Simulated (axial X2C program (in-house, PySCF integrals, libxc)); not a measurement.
**Bond lengths and stretching modes, held linear, of SSeS⁺**

Calculated with an axial X2C code built on PySCF integrals: two-component X2C with atomic mean-field Coulomb and Gaunt terms, Gaussian nuclei, basis S dyall-av3z, Se dyall-v3z with contracted cores. Spin-free rows use the one-electron spin-free X2C Hamiltonian.

Masses S 31.972, Se 79.917, S 31.972 u. States: spin-free M_S = 1/2, Λ = 0 (beyond evenly filled blocks: σα).

BHandHLYP, spin-free: energies above the lowest point

```json
{"r(S–Se) (Å)": "2.0017", "r(Se–S) (Å)": "2.0017", "E (meV)": "37.66"}
{"r(S–Se) (Å)": "2.0017", "r(Se–S) (Å)": "2.0530", "E (meV)": "9.69"}
{"r(S–Se) (Å)": "2.0017", "r(Se–S) (Å)": "2.1043", "E (meV)": "27.92"}
{"r(S–Se) (Å)": "2.0530", "r(Se–S) (Å)": "2.0017", "E (meV)": "9.69"}
{"r(S–Se) (Å)": "2.0530", "r(Se–S) (Å)": "2.0530", "E (meV)": "0.00"}
{"r(S–Se) (Å)": "2.0530", "r(Se–S) (Å)": "2.1043", "E (meV)": "36.27"}
{"r(S–Se) (Å)": "2.0530", "r(Se–S) (Å)": "2.1557", "E (meV)": "104.89"}
{"r(S–Se) (Å)": "2.1043", "r(Se–S) (Å)": "2.0017", "E (meV)": "27.92"}
{"r(S–Se) (Å)": "2.1043", "r(Se–S) (Å)": "2.0530", "E (meV)": "36.27"}
{"r(S–Se) (Å)": "2.1043", "r(Se–S) (Å)": "2.1043", "E (meV)": "90.69"}
{"r(S–Se) (Å)": "2.1557", "r(Se–S) (Å)": "2.0530", "E (meV)": "104.89"}
{"r(S–Se) (Å)": "2.1557", "r(Se–S) (Å)": "2.1557", "E (meV)": "281.59"}
```

Question: Fit a quadratic surface with cubic terms in each bond: where is the minimum, and what are the two stretching wavenumbers?

Answer: At BHandHLYP, spin-free: bonds 2.041 and 2.041 Å; harmonic stretches 426.7 and 466.5 cm⁻¹; force constants 3, 3 and coupling 1.10 mdyn/Å.

Each state is one determinant, the lowest of a limited PBE0 search; the stretches come from a fit to these few points and carry an uncertainty of a few per cent. Other orders of the atoms were not compared. Left out for rough or failed fits: PBE0 2c, HF 2c, BHandHLYP 2c, MP2 2c, PBE0 spin-free, HF spin-free, MP2 spin-free. The molecule was held linear; bending was not examined, so a bent shape may lie lower.
